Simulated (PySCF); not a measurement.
A GIAO shielding run with PySCF 2.14.0 with density-fitted response routines (density fitting, non-relativistic, gas phase) on `InChI=1S/C4H14N2Si3/c1-3-7-4-9(6-2)8-5/h1,6,9H,4-5,7-8H2,2H3/t9-/m0/s1`:

```
$ OMP_NUM_THREADS=1 python probes_run.py task.json out

{"job": {"kind": "nmr", "xc": "PBE0", "basis": "pcSseg-1"}, "charge": 0, "multiplicity": 1}
C      4.888267    -0.196408    -1.212239
C      3.835472    -0.480454    -0.705339
Si     2.204747    -0.893336     0.073967
C      1.044564     0.598444    -0.093859
Si    -0.621232     0.476114     0.859790
N     -1.588959     1.905288     0.755661
C     -2.345527     2.296796    -0.407395
Si    -1.905034    -1.280330     0.112721
N     -1.300963    -2.686615     0.911511
H      5.811819     0.047309    -1.654914
H      2.453699    -1.221215     1.484595
H      1.663678    -2.064454    -0.637495
H      0.839937     0.760558    -1.154822
H      1.577465     1.490632     0.242484
H     -0.262301     0.491156     2.290398
H     -1.287276     2.712195     1.280674
H     -2.712560     1.403020    -0.908346
H     -1.749527     2.873615    -1.125568
H     -3.203925     2.904635    -0.111545
H     -1.918590    -1.413597    -1.367039
H     -3.325921    -1.277126     0.484811
H     -1.793368    -3.557529     0.794862
H     -0.309218    -2.861712     0.915979
```

Hardware: 1 thread of an Arm Neoverse V2, shared host. The job also computes population analyses, field gradients.

Question: How large is the calculation?

Answer: 94 electrons, 244 basis functions and 1327 auxiliary functions.

Question: How long does it take, and how much memory does it need?

Answer: 75 s of wall time, with 14 SCF cycles and 5 response iterations; peak memory 1.1 GiB. Times on a shared host scatter by some tens of per cent.
